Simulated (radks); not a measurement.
Question: Radial electron density D(r) = 4 pi r^2 rho(r) of an atom or ion with 50 electrons. Calculated with a radial shooting solver on a logarithmic mesh with Libxc functionals: Dirac Kohn-Sham, HCTH/407, spin-unpolarised, spherical densities, point nucleus.

```
   r/bohr * D(r) (the largest magnitude, 89, reaches the edge; | marks zero)
0.0009452 |*
 0.001092 |*
 0.001251 | *
 0.001444 | *
 0.001655 |  *
 0.001911 |   *
 0.002189 |    *
 0.002528 |     *
 0.002897 |      *
 0.003345 |        *
 0.003864 |          *
 0.004426 |            *
 0.005112 |               *
 0.005857 |                  *
 0.006764 |                     *
 0.007749 |                         *
  0.00895 |                             *
  0.01025 |                                 *
  0.01184 |                                    *
  0.01368 |                                       *
  0.01567 |                                         *
  0.01809 |                                          *
  0.02073 |                                          *
  0.02394 |                                         *
  0.02743 |                                       *
  0.03168 |                                      *
  0.03629 |                                     *
  0.04191 |                                     *
  0.04841 |                                        *
  0.05546 |                                            *
  0.06405 |                                                 *
  0.07338 |                                                    *
  0.08474 |                                                      *
  0.09709 |                                                    *
   0.1121 |                                               *
   0.1285 |                                          *
   0.1484 |                                       *
   0.1713 |                                       *
   0.1963 |                                         *
   0.2267 |                                             *
   0.2597 |                                             *
   0.2999 |                                       *
   0.3436 |                              *
   0.3969 |                     *
   0.4547 |               *
   0.5251 |              *
   0.6064 |               *
   0.6948 |                *
   0.8024 |               *
   0.9193 |           *
    1.062 |        *
    1.216 |     *
    1.405 |   *
    1.609 |  *
    1.859 | *
    2.147 | *
    2.459 |*
     2.84 |*
    3.254 *
    3.758 *
    4.305 *
    4.972 *
    5.697 *
    6.579 *
```

What is the nuclear charge?

Answer: Z = 53. The innermost maximum, from 1s, lies near gamma/Z bohr with gamma = sqrt(1 - (Z/c)^2) = 0.922, here 0.0174 bohr (found: 0.0191), and its height grows with Z. The density is that of the iodine ion I3+ in [Kr] 4d9 5s2 5p3; the configuration itself is not fixed sharply by these data, and Z only to a few units. D(r) has 4 maxima, at r = 0.0191, 0.0841, 0.242, 0.689 bohr, and minima at 0.0375, 0.159, 0.509 bohr, inside which lie 2.03, 11.20, 28.94 electrons.
